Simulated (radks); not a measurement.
The numbers below are computed, except where a source is named.
Bi13+, configuration [Xe] 4f14 5d2 (the NIST ground configuration).

Level of theory: scalar-relativistic Kohn-Sham, PBEsol, spin-polarised, spherical densities, finite nucleus; open shells are filled with parallel spins first (spin-orbit coupling, left out, can overturn this in heavy ions); Fermi nuclear charge, rms radius 5.5211 fm (a radial shooting solver on a logarithmic mesh with Libxc functionals).

Energy parts (eV):
part                       energy
total                  -584149.80
kinetic                 662201.84
electron-nucleus      -1442821.34
Hartree                 206804.91
exchange-correlation    -10335.21

Orbitals (lengths in bohr, moments of r in powers of bohr; <r^-3> diverges for s and p1/2; r(90%) holds 90 % of the orbital's charge):
| orbital | occ. | eigenvalue (eV) | <r^4> | <r^-3> | r(90%) |
|---|---|---|---|---|---|
| 1s up | 1 | -90834.17 | 3.333e-07 | - | 0.0290 |
| 1s down | 1 | -90834.16 | 3.333e-07 | - | 0.0290 |
| 2s up | 1 | -16525.87 | 0.00004783 | - | 0.103 |
| 2s down | 1 | -16525.53 | 0.00004783 | - | 0.103 |
| 2p up | 3 | -14180.64 | 0.00003998 | 31020 | 0.0988 |
| 2p down | 3 | -14180.36 | 0.00003998 | 31020 | 0.0988 |
| 3s up | 1 | -4173.562 | 0.001711 | - | 0.252 |
| 3s down | 1 | -4173.409 | 0.001711 | - | 0.252 |
| 3p up | 3 | -3503.104 | 0.001918 | 7233 | 0.260 |
| 3p down | 3 | -3502.937 | 0.001918 | 7233 | 0.260 |
| 3d up | 5 | -2828.314 | 0.001471 | 872.1 | 0.244 |
| 3d down | 5 | -2828.056 | 0.001471 | 872.1 | 0.244 |
| 4s up | 1 | -1142.519 | 0.03684 | - | 0.539 |
| 4s down | 1 | -1142.194 | 0.03683 | - | 0.539 |
| 4p up | 3 | -922.3231 | 0.04941 | 1799 | 0.582 |
| 4p down | 3 | -922.0058 | 0.04936 | 1799 | 0.581 |
| 4d up | 5 | -670.2930 | 0.06510 | 192.9 | 0.625 |
| 4d down | 5 | -669.9137 | 0.06491 | 193.0 | 0.625 |
| 4f up | 7 | -392.4185 | 0.09404 | 40.10 | 0.686 |
| 4f down | 7 | -391.9448 | 0.09301 | 40.18 | 0.684 |
| 5s up | 1 | -387.1045 | 0.7085 | - | 1.13 |
| 5s down | 1 | -384.9862 | 0.7024 | - | 1.12 |
| 5p up | 3 | -320.1826 | 1.071 | 404.7 | 1.25 |
| 5p down | 3 | -317.6958 | 1.065 | 408.5 | 1.25 |
| 5d up | 2 | -240.2765 | 1.921 | 37.89 | 1.45 |
| 5d down | 0 | -237.5445 | 1.927 | 38.10 | 1.46 |

The highest occupied level is 5d up at -240.28 eV. The electron density at the nucleus is 3.209e+06 e/bohr^3 (large components only).
